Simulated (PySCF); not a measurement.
**Exercise with solution: oscillator strength and radiative lifetime**

C2H8FNSi2, SMILES F[Si@@H]1CNC[SiH2]1.

Coordinates come from a r2SCAN-D4/def2-SVP optimisation. The structure was generated by enumeration; whether it is a known compound was not checked. Other conformers were not sampled.

PySCF 2.14.0 with TDDFT-PBE/def2-SVPD puts the first singlet state with f over 0.02 at 5.43 eV (vertical), with the transition dipole (0.405, 0.606, -0.123) in atomic units.

Problem. Find the oscillator strength, the wavelength and the radiative lifetime that this transition would have in vacuum if emission retraced absorption.

Solution. 
|μ|² = 0.5464 au, so |μ| = 1.88 D. ΔE = 5.43/27.211 = 0.1995 hartree. f = (2/3) ΔE |μ|² = 0.073 (the program prints 0.073).
λ = 1239.84/5.43 = 228 nm; ν = 43796 cm⁻¹.
Einstein's coefficient A = 0.6670 ν² f s⁻¹ (ν in cm⁻¹) = 9.3e7 s⁻¹, so τ = 1/A = 11 ns. This state is S4; the lower singlets have f = 0.001, 0.018, 0.019. The figure is the radiative limit of this one transition; relaxation, internal conversion, crossing to triplets and a medium change what is measured.
